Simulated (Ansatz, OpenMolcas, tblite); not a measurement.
# A ladder of methods for SiPH5O2 (SMILES O[SiH2]OP)

SiPH5O2: 9 atoms, total charge 0, spin state singlet. SMILES: `O[SiH2]OP`. The coordinates come from a PBE0-D4/def2-TZVP relaxation. This is one conformer, not always the lowest.

Quantity: the HOMO–LUMO gap, in eV. The values are calculated.

```tsv
level	kind	program	value (eV)
GFN2-xTB	semi-empirical	tblite	5.26
HF/6-31G* (spherical functions)	Hartree–Fock	Ansatz	13.79
SVWN5/6-31G* (spherical functions)	LDA	OpenMolcas	4.82
BLYP/6-31G* (spherical functions)	GGA	Ansatz	5.01
TPSS/6-31G* (spherical functions)	meta-GGA	OpenMolcas	5.30
PBE0/6-31G* (spherical functions)	global hybrid	OpenMolcas	7.21
wB97M-V/6-31G* (spherical functions)	range-separated hybrid	Ansatz	11.42
B2PLYP/6-31G* (spherical functions)	double hybrid	Ansatz	9.69
PBE-QIDH/6-31G* (spherical functions)	double hybrid	Ansatz	11.14
```

The values span 4.82 to 13.79 eV. Orbital gaps aren't excitation energies, and those of double hybrids come from the SCF part alone; they tend to grow with the share of exact exchange.
